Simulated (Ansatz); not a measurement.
All numbers were calculated with Ansatz.

A structure relaxed at PBE0-D4/def2-TZVP, charge 0, multiplicity 1:

```xyz
10

C    -0.181   -2.847    0.084
C     0.135   -1.705   -0.144
Sn    0.669    0.272   -0.490
C    -0.509    1.581    0.691
Cl    0.128    0.705   -2.720
H    -0.461   -3.858    0.277
H     2.356    0.444   -0.369
H    -0.257    2.614    0.453
H    -1.560    1.401    0.469
H    -0.322    1.392    1.748
```

Give its formula and SMILES.

C3H5ClSn, `C#[C][SnH]([CH3])[Cl]`.

Summarise the bond lengths by kind.

1 × C–C 1.206 Å; 4 × C–H 1.066 to 1.090 Å; 2 × C–Sn 2.077 to 2.120 Å; 1 × Cl–Sn 2.335 Å; 1 × H–Sn 1.700 Å.
